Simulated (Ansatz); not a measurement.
Name a neutral molecule of C, N, O, Si and H with HOMO energy (B3LYP/def2-TZVPP) between -7.30 and -7.00 eV and LUMO energy (PBE/def2-TZVPP) between 0.00 and 0.30 eV (Ansatz, PBE0-D4/def2-TZVP geometry).

`NCOC[SiH3]` (-7.18 eV, 0.01 eV). Other molecules can fit too; these were computed, each in one conformer that needn't be the lowest.

B3LYP here is the variant with VWN-RPA as its local correlation; programs differ in this.
